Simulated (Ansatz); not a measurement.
Reaction (cleavage of the Si–Ga bond): `O[SiH]([SiH3])[GaH2]` + H₂Se → `O[SiH]([SiH3])[SeH]` + `[GaH3]`

Program: Ansatz. Geometries: PBE0-D4/def2-TZVP. ΔE: electronic, gas phase. CBS: MP2 limit from def2 TZ/QZ plus the TZ coupled-cluster correction, frozen cores. Functionals use def2-TZVPP. B3LYP here is the variant with VWN-RPA as its local correlation; programs differ in this. For Ga, Se outer-core shells are correlated without core-valence functions, which leaves a few kJ/mol of doubt a bond. Scalar relativity is left out up to krypton. One conformer a species, not always the lowest.

```
         level  ΔE (kcal/mol)  difference from CCSD(T)/CBS
        PBE-D4          -12.3                          1.9
      B3LYP-D4          -13.3                          0.9
       ωB97X-V          -14.3                         -0.1
        B2PLYP          -14.1                          0.1
        r2SCAN          -14.1                          0.1
         B3LYP          -12.8                          1.4
 HF/def2-TZVPP          -15.6                         -1.4
  HF/CBS(def2)          -15.8                         -1.6
 MP2/CBS(def2)          -16.5                         -2.3
CCSD/CBS(def2)          -14.1                          0.1
   CCSD(T)/CBS          -14.2                            0
```

Largest T1 diagnostic among the species: 0.014.

From PBE to PBE0 (25 % exact exchange), in def2-TZVPP and without D4, ΔE moves by −1.0 kcal/mol.
